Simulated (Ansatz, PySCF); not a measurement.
O₂S₂, SMILES O=S(=O)=S. Atoms are numbered in the order given.

```xyz
4

S      0.0000     0.0000    -0.3915
S      0.0000     0.0000     1.5176
O      0.0000     1.2611    -1.1261
O      0.0000    -1.2611    -1.1261
```

The structure is a stationary point at B3LYP-D3(BJ)/def2-SVP.

Vertical ionisation energy (IE) and electron affinity (EA) in eV. Rows of orbital energies are one-electron estimates. Where ΔSCF, EOM or ADC give a negative EA the extra electron is unbound and the value depends on the basis.

```json
[
 {"level": "−ε(HOMO), −ε(LUMO), B3LYP/def2-TZVPD (PySCF)", "IE": "___", "EA": "___"},
 {"level": "−ε(HOMO), −ε(LUMO), PBE/def2-TZVPD (PySCF)", "IE": "7.16", "EA": "4.29"},
 {"level": "ADC(2)/aug-cc-pVDZ (PySCF)", "IE": "10.04", "EA": "1.29"},
 {"level": "ΔSCF, ωB97X-V/def2-SVPD (Ansatz), final states of multiplicity 2 and 2", "IE": "11.10", "EA": "1.65"},
 {"level": "ΔSCF, PBE/def2-SVPD (Ansatz), final states of multiplicity 2 and 2", "IE": "10.68", "EA": "1.26"}
]
```

Problem. Fill in the missing entries. (An estimate is asked for; the answer gives what the named calculation found.)

Solution. 
- −ε(HOMO), −ε(LUMO), B3LYP/def2-TZVPD (PySCF), IE: 8.28
- −ε(HOMO), −ε(LUMO), B3LYP/def2-TZVPD (PySCF), EA: 3.76

Problem. What vertical singlet–triplet gap does ΔSCF give with ωB97X-V/def2-SVPD (Ansatz, a program for electronic structure) and with PBE/def2-SVPD (Ansatz)? (Estimate from the structure and the level; the computed values follow.)

Solution. 2.87 and 2.80 eV (triplet above singlet where positive).

Problem. Beyond the first one, list the lowest photoelectron lines from PySCF with ADC(2)/aug-cc-pVDZ with their pole strengths (two spins summed). (The exact figures need the calculation; the answer reports its results.)

Solution. 11.12 eV (1.76), 11.85 eV (1.68), 12.04 eV (1.65), 12.08 eV (1.64), 15.53 eV (1.62).
